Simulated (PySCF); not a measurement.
GaBr: a base run and its variants

Base input, run as `OMP_NUM_THREADS=1 python input.py` with PySCF 2.14:

```python
from pyscf import gto, scf

mol = gto.M(
    atom='Ga 0 0 0; Br 0 0 2.32',
    basis='cc-pvdz-dk',
    charge=0,
    spin=0,
    symmetry=True,
    verbose=3,
)
mf = scf.RHF(mol)
mf = mf.sfx2c1e()
mf.kernel()
mf.analyze()
print('orbital energies (hartree):', mf.mo_energy[..., max(0, mol.nelec[1]-3):mol.nelec[0]+3].round(4))
```

Base result: E(SCF) = -4546.524817 Eh, μz(SCF) = -2.30 D. Stability towards an unrestricted solution was not tested. The bond length is a typed value, not an optimised one.

Hardware: Arm Neoverse V1, 1 thread, shared host. Wall time 1.6 s, peak memory 0.13 GiB.

Each row names what differs from the base; energies in brackets are changes from the base.

| change | result | wall time (s) |
| --- | --- | --- |
| PCM solvent, dielectric constant: none → 2.27 | E(SCF) = -4546.528957 Eh (-0.1126 eV), μz(SCF) = -2.77 D | 3.9 |
| geometry: bond 2.32 → bond 0 [unsound on purpose] | stops with AssertionError | 0.58 |
| step after the SCF: analyze → tdhf; number of roots: default → 3 | E(SCF) = -4546.524817 Eh (+0.0000 eV), μz(SCF) = -2.30 D, first singlet excitations without spin–orbit coupling 4.78, 4.78, 6.68 eV | 4.2 |
| functional: none (Hartree–Fock) → pw6b95; SCF type: RHF → RKS | E(SCF) = -4552.179838 Eh, μz(SCF) = -2.13 D | 7.4 |
| charge: 0 → 1; spin (2S): 0 → 1; SCF type: RHF → UHF [another spin of the ion may lie lower] | E(SCF) = -4546.207727 Eh (+8.6285 eV), ⟨S²⟩ = 0.786 | 1.6 |
| step after the SCF: analyze → stability; point-group symmetry: on → off | E(SCF) = -4546.524817 Eh (+0.0000 eV), μz(SCF) = -2.30 D, internal stable; real -> complex stable; RHF/RKS -> UHF/UKS stable | 2.1 |
| basis set: cc-pvdz-dk → minao; spin-free X2C: on → off | E(SCF) = -4495.774520 Eh, μz(SCF) = -2.69 D | 2.4 |
| step after the SCF: analyze → optimize | E(SCF) = -4546.524817 Eh (+0.0000 eV), all at the start geometry; optimised bond 2.406 Å with E = -4546.526188 Eh after 5 steps | 26 |
| spin-free X2C: on → off [unsound on purpose] | E(SCF) = -4465.945883 Eh, μz(SCF) = -2.10 D | 1.6 |
| basis set: cc-pvdz-dk → def2-tzv2p [unsound on purpose] | stops with BasisNotFoundError (def2-tzv2p) | 0.68 |
| Cartesian functions: off → on | E(SCF) = -4546.525588 Eh (-0.0210 eV), μz(SCF) = -2.28 D | 1.5 |
| density fitting: none → def2-universal-jkfit | E(SCF) = -4546.525701 Eh (-0.0240 eV), μz(SCF) = -2.30 D | 1.4 |
| PCM solvent, dielectric constant: none → 20.5 | E(SCF) = -4546.532432 Eh (-0.2072 eV), μz(SCF) = -3.21 D | 4 |
| step after the SCF: analyze → mp2; frozen orbitals: default → 18 | E(SCF) = -4546.524817 Eh (+0.0000 eV), E(MP2) − E(SCF) = -0.18972 Eh, μz(SCF) = -2.30 D | 1.5 |
| geometry: bond 2.32 → bond 2.042 | E(SCF) = -4546.489531 Eh (+0.9602 eV), μz(SCF) = -0.11 D | 1.5 |
| functional: none (Hartree–Fock) → b3lyp; SCF type: RHF → RKS | E(SCF) = -4550.112780 Eh, μz(SCF) = -2.04 D | 3.5 |
| level shift (hartree): none → 0.3 | E(SCF) = -4546.524817 Eh (+0.0000 eV), μz(SCF) = -2.30 D | 1.6 |
| basis set: cc-pvdz-dk → cc-pvdz; spin-free X2C: on → off | E(SCF) = -4495.676554 Eh, μz(SCF) = -2.15 D | 1.7 |
| length unit: angstrom → bohr [unsound on purpose] | E(SCF) = -4544.645581 Eh (+51.1366 eV), μz(SCF) = 3.83 D | 1.6 |
| geometry: bond 2.32 → bond 6.96 [stretched restricted solution, likely unstable] | E(SCF) = -4546.355687 Eh (+4.6023 eV), μz(SCF) = -30.11 D | 1.5 |

Problem. Order these changes by how far they move the SCF energy from the base, largest first: (1) PCM solvent, dielectric constant: none → 2.27; (2) PCM solvent, dielectric constant: none → 20.5; (3) geometry: bond 2.32 → bond 2.042; (4) geometry: bond 2.32 → bond 6.96.

Solution. (4) +4.6023 eV, (3) +0.9602 eV, (2) -0.2072 eV, (1) -0.1126 eV.
